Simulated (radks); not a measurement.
The table gives one normalised radial function P(r) = r R(r) of Sn+ in [Kr] 4d10 5s1 5p2 (r in bohr). Calculated with a radial shooting solver on a logarithmic mesh with Libxc functionals: scalar-relativistic Kohn-Sham, LDA (Slater exchange, Perdew-Wang correlation), spin-polarised, spherical densities, point nucleus; open shells are filled with parallel spins first (spin-orbit coupling, left out, can overturn this in heavy ions).

r,P
0.001337,0.0017
0.001557,0.0022
0.001798,0.0028
0.002076,0.0036
0.002398,0.0046
0.002769,0.0060
0.003224,0.0078
0.003723,0.0101
0.0043,0.0129
0.004966,0.0167
0.005735,0.0214
0.006623,0.0274
0.00771,0.0356
0.008904,0.0454
0.01028,0.0576
0.01188,0.0728
0.01372,0.0915
0.01597,0.1156
0.01844,0.1431
0.0213,0.1754
0.02459,0.2125
0.0284,0.2539
0.03307,0.3010
0.03819,0.3464
0.0441,0.3891
0.05093,0.4241
0.05882,0.4449
0.06848,0.4430
0.07909,0.4100
0.09134,0.3393
0.1055,0.2266
0.1218,0.0730
0.1407,-0.1123
0.1638,-0.3218
0.1891,-0.5037
0.2184,-0.6338
0.2523,-0.6768
0.2914,-0.6057
0.3392,-0.3970
0.3917,-0.0890
0.4524,0.2839
0.5225,0.6602
0.6034,0.9731
0.7024,1.1748
0.8112,1.2177
0.9369,1.1271
1.082,0.9422
1.25,0.7147
1.455,0.4805
1.68,0.2973
1.94,0.1651
2.241,0.0814
2.588,0.0351
2.989,0.0130
3.479,0.0038
4.018,0.0010
4.64,0.0002
5.359,0.0000
6.189,0.0000
7.205,0.0000
8.321,0.0000
9.61,0.0000

Which n and l does it have? It may be an empty orbital.

Answer. n = 4, l = 1: the number of nodes gives n - l - 1 = 2, the rise at small r (about r^(l+1), flatter next to the nucleus through relativity) gives l, and the extent must fit the shell. The curve is that of 4p up; the table hardly tells the two spins apart. 4p up: eigenvalue -99.015 eV, 2 radial nodes at r = 0.129, 0.406 bohr, <r> = 0.886 bohr, 90 % of the charge inside 1.31 bohr.
